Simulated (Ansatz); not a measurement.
Reaction (ligand exchange at the Si–C bond): `CO[Si](C)(F)[SeH]` + HCl → `CO[Si](F)(Cl)[SeH]` + CH₄

Calculated with Ansatz (gas phase, PBE0-D4/def2-TZVP geometries, no zero-point term in ΔE). CCSD(T)/CBS adds triple-zeta CCSD(T) − MP2 to the extrapolated MP2 energy (def2 sets, frozen cores). This one scheme is used for every species. Functionals use def2-TZVPP. B3LYP here is the variant with VWN-RPA as its local correlation; programs differ in this. For Se outer-core shells are correlated without core-valence functions, which leaves a few kJ/mol of doubt a bond. Scalar relativity is left out up to krypton. One conformer a species, not always the lowest.

```tsv
level	ΔE (kJ/mol)	difference from CCSD(T)/CBS
PBE0-D4	-96.5	0.1
B2PLYP	-100.2	-3.6
r2SCAN	-101.2	-4.6
B3LYP	-100.0	-3.4
MP2/def2-TZVPP	-98.8	-2.2
SCS-MP2/def2-TZVPP	-98.5	-1.9
HF/def2-QZVPP	-104.2	-7.6
MP2/def2-QZVPP	-100.7	-4.1
SCS-MP2/def2-QZVPP	-100.2	-3.6
CCSD/CBS(def2)	-96.5	0.1
CCSD(T)/CBS	-96.6	0
```

Largest T1 diagnostic among the species: 0.011.

In def2-TZVPP, CCSD(T) changes the Hartree–Fock value by +10.7 kJ/mol (the triples alone add −0.1 kJ/mol) and MP2 by +5.3 kJ/mol.
